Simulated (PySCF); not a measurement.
# XPS shifts beside NMR shieldings

Compound: C7H13F.
Z-matrix (Å and degrees, PBE0-D3(BJ)/def2-SVP geometry), rows numbered from 1:
```
C 
C   1  1.5306
C   2  1.5318  1  108.57
C   2  1.5322  1  109.55  3   119.84
C   2  1.5299  1  113.32  3  -119.67
C   5  1.5119  2  124.36  1    20.64
C   6  1.4885  5   59.63  2  -112.83
F   7  1.3630  5  119.26  6  -107.97
H   1  1.1013  2  109.64  3   -63.59
H   1  1.0979  2  111.88  3   176.54
H   1  1.1008  2  111.38  3    55.01
H   3  1.1016  2  111.34  1   177.37
H   3  1.1016  2  110.75  1    57.47
H   3  1.1014  2  110.97  1   -62.45
H   4  1.1019  2  110.98  1   -60.49
H   4  1.0998  2  110.59  1    59.74
H   4  1.1018  2  111.05  1   179.66
H   5  1.0966  2  111.74  1   165.71
H   6  1.0925  5  117.00  7   105.02
H   6  1.0930  5  119.89  7  -108.70
H   7  1.0947  5  119.46  6   110.37
```

Binding energies: PySCF, delta-SCF UKS SCAN, pcX-2 on the ionised atom, pcseg-1 elsewhere, spin-free X2C. Shieldings: GIAO HF/pcSseg-1, non-relativistic, same geometry.

| atom | C 1s (eV) |
| --- | --- |
| C1 | 290.21 |
| C2 | 290.68 |
| C5 | 290.56 |
| C6 | 290.63 |
| C7 | 292.69 |

**Question.** What are the absolute isotropic shieldings of these atoms?

**Answer.** 
```json
{"atom": "C1", "environment": "methyl carbon", "C 1s (eV)": "290.21", "isotropic shielding (ppm)": "165.8"}
{"atom": "C5", "environment": "three-membered-ring carbon", "C 1s (eV)": "290.56", "isotropic shielding (ppm)": "169.0"}
{"atom": "C6", "environment": "three-membered-ring carbon", "C 1s (eV)": "290.63", "isotropic shielding (ppm)": "186.2"}
{"atom": "C2", "environment": "quaternary sp3 carbon", "C 1s (eV)": "290.68", "isotropic shielding (ppm)": "167.6"}
{"atom": "C7", "environment": "sp3 C–F carbon", "C 1s (eV)": "292.69", "isotropic shielding (ppm)": "128.4"}
```

**Question.** Among the listed atoms, is the one with the highest binding energy also the least shielded?

**Answer.** Yes: C7 has both (292.69 eV, 128.4 ppm).

By binding energy: C1 < C5 < C6 < C2 < C7. By shielding: C7 < C1 < C2 < C5 < C6.

Of atoms equivalent by bonding only the ionised one is listed; its partners' own values can differ in this conformer. Isolated species at its PBE0-D3(BJ)/def2-SVP geometry, gas phase.
